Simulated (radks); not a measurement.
Results of a calculation; reference values are marked as such.
Spherical quantum dot in the effective-mass picture: electrons in a hard-walled sphere of radius 3.55, with a point charge +1 (a donor) at the centre, all in effective atomic units (hartree* = m*/eps^2 hartree, bohr* = eps/m* bohr), one dielectric constant everywhere. Level of theory: non-relativistic Kohn-Sham, exchange-only LDA, spin-polarised, spherical densities (a radial shooting solver with Libxc functionals). Levels are named by radial order and angular momentum (1s, 1p, 1d, 2s, ...), and open shells are averaged over m. Results are scaled to m* = 0.163 and eps = 8.7, for which hartree* = 58.6 meV and bohr* = 2.824 nm. Each electron was tried in the lowest free levels, single moves between levels near the top were tried too, and the lowest total energy was kept; such a search can miss a lower state. At N = 1 the Hartree and exchange-correlation terms need not cancel, so that row can carry a self-interaction error.

N	open shells	2S	mu = E(N) - E(N-1) (meV)	addition energy mu(N+1) - mu(N) (meV)	e(HOMO) (meV)
1	1s(up 1, down 0)	1	-24.332	38.27	-9.6286
2	none	0	13.943	53.91	25.544
3	1p(up 1, down 0)	1	67.852	20.67	77.977
4	1p(up 2, down 0)	2	88.518	21.36	99.151
5	1p(up 3, down 0)	3	109.88	29.55	120.63
6	1p(up 3, down 1)	2	139.43	19.62	149.02
7	1p(up 3, down 2)	1	159.05	20.42	169.19
8	none	0	179.47	46.59	189.79
9	1d(up 1, down 0)	1	226.06	19.84	235.94
10	1d(up 2, down 0)	2	245.90	19.99	255.88
11	1d(up 3, down 0)	3	265.89	20.07	275.92
12	1d(up 4, down 0)	4	285.96	20.11	296.01
13	1d(up 5, down 0)	5	306.07	27.19	316.14
14	1d(up 5, down 1)	4	333.27	19.39	342.93
15	1d(up 5, down 2)	3	352.66	19.56	362.42
16	1d(up 5, down 3)	2	372.22	19.67	382.04
17	1d(up 5, down 4)	1	391.89	19.73	401.75
18	none	0	411.62	34.72	421.50
19	2s(up 1, down 0)	1	446.34	35.40	459.90
20	none	0	481.74	19.83	495.03
21	2s(up 1, down 0) 1f(up 2, down 0)	3	501.57	19.19	511.05
22	2s(up 1, down 0) 1f(up 3, down 0)	4	520.77	19.44	530.48
23	2s(up 1, down 0) 1f(up 4, down 0)	5	540.20	19.45	549.93
24	2s(up 1, down 0) 1f(up 5, down 0)	6	559.65	19.46	569.38
25	2s(up 1, down 0) 1f(up 6, down 0)	7	579.11	19.47	588.85
26	2s(up 1, down 0) 1f(up 7, down 0)	8	598.58	26.01	608.31
27	2s(up 1, down 0) 1f(up 7, down 1)	7	624.59	19.10	634.13
28	2s(up 1, down 0) 1f(up 7, down 2)	6	643.69	19.15	653.26
29	2s(up 1, down 0) 1f(up 7, down 3)	5	662.84	19.18	672.42
30	2s(up 1, down 0) 1f(up 7, down 4)	4	682.02	19.20	691.62
31	2s(up 1, down 0) 1f(up 7, down 5)	3	701.22	19.22	710.83
32	2s(up 1, down 0) 1f(up 7, down 6)	2	720.44	19.23	730.06
33	2s(up 1, down 0)	1	739.68	31.81	749.30
34	none	0	771.48	42.17	784.76
35	1g(up 1, down 0)	1	813.66	-	823.16

All shells are closed at N = 2, 8, 18, 20, 34 (there: 1s2 1p6 1d10 2s2 1f14); the second difference of the energy has clear peaks (12 % above both neighbours; the first and last values, which can be the largest, are not judged, and half-filled shells can peak too) at N = 2, 5, 8, 13, 26.
